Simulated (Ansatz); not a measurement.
Program: Ansatz. Geometries: PBE0-D4/def2-TZVP. ΔE: electronic, gas phase. CBS: MP2 limit from def2 TZ/QZ plus the TZ coupled-cluster correction, frozen cores. DFT in def2-TZVPP. B3LYP here is the variant with VWN-RPA as its local correlation; programs differ in this. HSE06 is defined as in plane-wave codes. Each species was taken in one conformer, which may not be the lowest.

`OB1CO1` → `BC(=O)O`  (isomerisation)

| level | ΔE (kJ/mol) | difference from CCSD(T)/CBS |
| --- | --- | --- |
| LDA (SPW92) | 174.0 | 6.9 |
| PBE-D4 | 155.9 | -11.2 |
| BLYP-D4 | 143.9 | -23.2 |
| r2SCAN-D4 | 161.0 | -6.1 |
| B97M-V | 169.0 | 1.9 |
| PBE0-D4 | 165.0 | -2.1 |
| B3LYP-D4 | 153.6 | -13.5 |
| r2SCANh-D4 | 164.5 | -2.6 |
| r2SCAN0-D4 | 168.8 | 1.7 |
| HSE06-D4 | 165.2 | -1.9 |
| BHLYP-D4 | 158.1 | -9.0 |
| CAM-B3LYP-D4 | 160.7 | -6.4 |
| ωB97X-V | 159.0 | -8.1 |
| ωB97M-V | 166.4 | -0.7 |
| B2PLYP | 158.5 | -8.6 |
| PBE-QIDH | 170.3 | 3.2 |
| PBE | 156.3 | -10.8 |
| revPBE | 149.8 | -17.3 |
| BLYP | 144.7 | -22.4 |
| PBE0 | 165.3 | -1.8 |
| B3LYP | 154.2 | -12.9 |
| r2SCAN0 | 168.9 | 1.8 |
| HSE06 | 165.4 | -1.7 |
| BHLYP | 158.5 | -8.6 |
| CAM-B3LYP | 161.0 | -6.1 |
| LC-ωPBE | 172.3 | 5.2 |
| RPA@PBE/def2-TZVPP | 157.1 | -10.0 |
| HF/def2-SVP | 137.6 | -29.5 |
| MP2/def2-SVP | 173.0 | 5.9 |
| CCSD/def2-SVP | 164.7 | -2.4 |
| HF/def2-TZVPP | 137.5 | -29.6 |
| SCS-MP2/def2-TZVPP | 165.5 | -1.6 |
| CCSD/def2-TZVPP | 164.9 | -2.2 |
| CCSD(T)/def2-TZVPP | 164.0 | -3.1 |
| HF/def2-QZVPP | 138.8 | -28.3 |
| MP2/def2-QZVPP | 176.2 | 9.1 |
| SCS-MP2/def2-QZVPP | 168.0 | 0.9 |
| HF/CBS(def2) | 139.0 | -28.1 |
| MP2/CBS(def2) | 177.1 | 10.0 |
| CCSD/CBS(def2) | 168.1 | 1.0 |
| CCSD(T)/CBS | 167.1 | 0 |

Largest T1 diagnostic among the species: 0.019.

From BLYP to BHLYP (50 % exact exchange), in def2-TZVPP and without D4, ΔE moves by +13.7 kJ/mol. At CCSD(T), def2-SVP lies −4.2 kJ/mol from the extrapolated value and def2-TZVPP −3.1 kJ/mol. In def2-TZVPP, CCSD(T) changes the Hartree–Fock value by +26.5 kJ/mol (the triples alone add −0.9 kJ/mol) and MP2 by +36.5 kJ/mol.
